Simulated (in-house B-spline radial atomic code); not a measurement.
A radial electron density 4πr²n(r) was computed for an atom or ion in its tabulated ground configuration with a B-spline radial code for spherical atoms; method: non-relativistic HSE06, spin-polarised, spherical fractional occupations, exact exchange averaged over the configuration. Columns: r (bohr), 4πr²n(r) (electrons per bohr), bar.

```
 0.00676   0.2286 #
 0.00793    0.308 #
  0.0093   0.4133 ##
  0.0109   0.5516 ###
  0.0128    0.735 ###
   0.015   0.9702 ####
  0.0176    1.275 ######
  0.0206    1.655 ########
  0.0241    2.127 ##########
  0.0283    2.719 ############
  0.0332    3.428 ################
  0.0389     4.25 ###################
  0.0456    5.181 #######################
  0.0534    6.182 ############################
  0.0626    7.214 #################################
  0.0734    8.191 #####################################
  0.0861     9.01 #########################################
   0.101    9.549 ###########################################
   0.118    9.701 ############################################
   0.139     9.39 ###########################################
   0.163    8.629 #######################################
   0.191    7.524 ##################################
   0.224    6.267 ############################
   0.262    5.144 #######################
   0.307    4.373 ####################
    0.36    4.126 ###################
   0.422    4.407 ####################
   0.495    5.045 #######################
    0.58    5.737 ##########################
    0.68    6.179 ############################
   0.798    6.154 ############################
   0.935    5.615 #########################
     1.1     4.65 #####################
    1.29    3.517 ################
    1.51    2.431 ###########
    1.77    1.515 #######
    2.07   0.8571 ####
    2.43   0.4285 ##
    2.85   0.1912 #
    3.34  0.07465 
    3.91  0.02494
```

Question: Which atom or ion is it?
A. Mg+
B. O
C. F
D. N

Answer: C. The area under the curve, ∫4πr²n dr = ∫r·4πr²n d(ln r) on this logarithmic grid, is 9 electrons, which only this option has. The configuration is [He] 2s2 2p5.
